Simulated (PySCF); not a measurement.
F2O, singlet, geometry from GFN2-xTB, with bond 3-2 at 1.3 times its length; PySCF with PBE/STO-3G.

The PySCF input:
```python
from pyscf import gto, scf, dft

mol = gto.Mole()
mol.atom = '''
    F     0.01888970    1.09187156   -0.24723650
    O    -0.02243225   -0.00276003    0.56897714
    F     0.00809478   -1.41541565   -0.50677039
'''
mol.basis = 'sto-3g'
mol.verbose = 4
mol.build()

mf = dft.RKS(mol)
mf.xc = 'pbe'
mf.damp = 0.5
mf.diis_start_cycle = 5
mf.kernel()
```

The log (banner, timings and long lists left out):

```
PySCF version 2.14.0

[INPUT] verbose = 4
[INPUT] num. atoms = 3
[INPUT] num. electrons = 26
[INPUT] charge = 0
[INPUT] spin (= nelec alpha-beta = 2S) = 0
[INPUT] symmetry False subgroup None
[INPUT] Mole.unit = angstrom
[INPUT] Symbol           X                Y                Z      unit          X                Y                Z       unit  Magmom
[INPUT]  1 F      0.018889700000   1.091871560000  -0.247236500000 AA    0.035696359575   2.063338211602  -0.467209272996 Bohr   0.0
[INPUT]  2 O     -0.022432250000  -0.002760030000   0.568977140000 AA   -0.042390808858  -0.005215700796   1.075210965738 Bohr   0.0
[INPUT]  3 F      0.008094780000  -1.415415650000  -0.506770390000 AA    0.015296917239  -2.674747930923  -0.957657245139 Bohr   0.0

nuclear repulsion = 66.3499462054983
number of shells = 9
number of NR pGTOs = 45
number of NR cGTOs = 15
basis = sto-3g
ecp = {}

******** <class 'pyscf.dft.rks.RKS'> ********
method = RKS
initial guess = minao
damping factor = 0.5
level_shift factor = 0
DIIS = <class 'pyscf.scf.diis.CDIIS'>
diis_start_cycle = 5
diis_space = 8
diis_damp = 0
SCF conv_tol = 1e-09
SCF conv_tol_grad = None
SCF max_cycles = 50
direct_scf = True
direct_scf_tol = 1e-13
XC library pyscf.dft.libxc version 7.1.2
    S. Lehtola, C. Steigemann, M. J. T. Oliveira, and M. A. L. Marques,  SoftwareX 7, 1–5 (2018)
XC functionals = pbe
    J. P. Perdew, K. Burke, and M. Ernzerhof,  Phys. Rev. Lett. 77, 3865 (1996)
    J. P. Perdew, K. Burke, and M. Ernzerhof,  Phys. Rev. Lett. 78, 1396 (1997)
    J. P. Perdew, K. Burke, and M. Ernzerhof,  Phys. Rev. Lett. 77, 3865 (1996)
    J. P. Perdew, K. Burke, and M. Ernzerhof,  Phys. Rev. Lett. 78, 1396 (1997)
radial grids:
    Treutler-Ahlrichs [JCP 102, 346 (1995); DOI:10.1063/1.469408] (M4) radial grids

becke partition: Becke, JCP 88, 2547 (1988); DOI:10.1063/1.454033
pruning grids: <function nwchem_prune>
grids dens level: 3
symmetrized grids: False
atomic radii adjust function: <function treutler_atomic_radii_adjust>
small_rho_cutoff = 0
Set gradient conv threshold to 3.16228e-05
Initial guess from minao.
tot grids = 42608
init E= -270.527554908104
  HOMO = -0.256303066798899  LUMO = -0.19666901500038  gap/eV = 1.62273
cycle= 1 E= -270.438031495054  delta_E= 0.0895  |g|= 0.45  |ddm|= 2.37
  HOMO = -0.117577185065609  LUMO = -0.0803955976353154  gap/eV = 1.01176
cycle= 2 E= -270.219838207395  delta_E= 0.218  |g|= 0.749  |ddm|= 1.68
  HOMO = -0.0336652952896015  LUMO = -0.0233237747695523  gap/eV = 0.28141
cycle= 3 E= -270.107263223635  delta_E= 0.113  |g|= 0.648  |ddm|= 2.38
  HOMO = 0.0347656567181422  LUMO = 0.0372740510589929  gap/eV = 0.06826
cycle= 4 E= -266.895120042617  delta_E= 3.21  |g|= 2.65  |ddm|= 4.19
  HOMO = 0.818893994072525  LUMO = 0.828792734568869  gap/eV = 0.26936
cycle= 5 E= -269.761699888757  delta_E= -2.87  |g|= 0.543  |ddm|= 4.66

WARN: HOMO 0.548614839982755 == LUMO 0.549118251749327

cycle= 6 E= -265.322071421881  delta_E= 4.44  |g|= 0.988  |ddm|= 4.91
  HOMO = -0.0240834374460798  LUMO = 0.0949570223881554  gap/eV = 3.23926
cycle= 7 E= -270.317947115866  delta_E=   -5  |g|= 0.739  |ddm|= 4.15
  HOMO = -0.0783962049008293  LUMO = -0.00244725656490538  gap/eV = 2.06668
cycle= 8 E= -270.516099568041  delta_E= -0.198  |g|= 0.193  |ddm|= 1.13
  HOMO = -0.0435359854193229  LUMO = -0.0248317717943957  gap/eV = 0.50897
cycle= 9 E= -270.353745893663  delta_E= 0.162  |g|= 0.531  |ddm|= 0.818
  HOMO = -0.0577668557655762  LUMO = -0.0311215773538047  gap/eV = 0.72505
cycle= 10 E= -270.434948129142  delta_E= -0.0812  |g|= 0.423  |ddm|= 0.269
  HOMO = -0.0360544890519598  LUMO = -0.0252372814141037  gap/eV = 0.29435
cycle= 11 E= -270.28322426337  delta_E= 0.152  |g|= 0.581  |ddm|= 0.474
  HOMO = -0.0618729239049972  LUMO = -0.0352589337763726  gap/eV = 0.72420
cycle= 12 E= -270.464944740419  delta_E= -0.182  |g|= 0.361  |ddm|= 0.602
  HOMO = -0.0695961406294841  LUMO = -0.0335949280475458  gap/eV = 0.97964
cycle= 13 E= -270.523272018913  delta_E= -0.0583  |g|= 0.124  |ddm|= 0.398
  HOMO = -0.0733339359318981  LUMO = -0.0390931896364186  gap/eV = 0.93174
cycle= 14 E= -270.526754827344  delta_E= -0.00348  |g|= 0.0753  |ddm|= 0.0703
  HOMO = -0.0736461064802873  LUMO = -0.0385066259002825  gap/eV = 0.95619
cycle= 15 E= -270.529110914978  delta_E= -0.00236  |g|= 0.0207  |ddm|= 0.0818
  HOMO = -0.0734930732015902  LUMO = -0.0380570840988254  gap/eV = 0.96426
cycle= 16 E= -270.52929494917  delta_E= -0.000184  |g|= 0.00378  |ddm|= 0.0298
  HOMO = -0.0734320102955252  LUMO = -0.0379020673111208  gap/eV = 0.96682
cycle= 17 E= -270.529299781294  delta_E= -4.83e-06  |g|= 0.00245  |ddm|= 0.0136
  HOMO = -0.0734387115325245  LUMO = -0.0379295348887675  gap/eV = 0.96625
cycle= 18 E= -270.529302459317  delta_E= -2.68e-06  |g|= 0.000275  |ddm|= 0.0054
  HOMO = -0.0734406489064822  LUMO = -0.037933888055575  gap/eV = 0.96619
cycle= 19 E= -270.529302516439  delta_E= -5.71e-08  |g|= 7.84e-05  |ddm|= 0.00135
  HOMO = -0.0734415376020547  LUMO = -0.0379358436876671  gap/eV = 0.96616
cycle= 20 E= -270.529302519181  delta_E= -2.74e-09  |g|= 2.66e-06  |ddm|= 0.000122
  HOMO = -0.0734415010462385  LUMO = -0.0379358473006109  gap/eV = 0.96616
cycle= 21 E= -270.529302519184  delta_E= -3.52e-12  |g|= 5.22e-07  |ddm|= 6.14e-06
  HOMO = -0.0734415260567204  LUMO = -0.0379359191779355  gap/eV = 0.96616
Extra cycle  E= -270.529302519181  delta_E= 3.75e-12  |g|= 3.09e-06  |ddm|= 5.36e-06
converged SCF energy = -270.529302519181
```
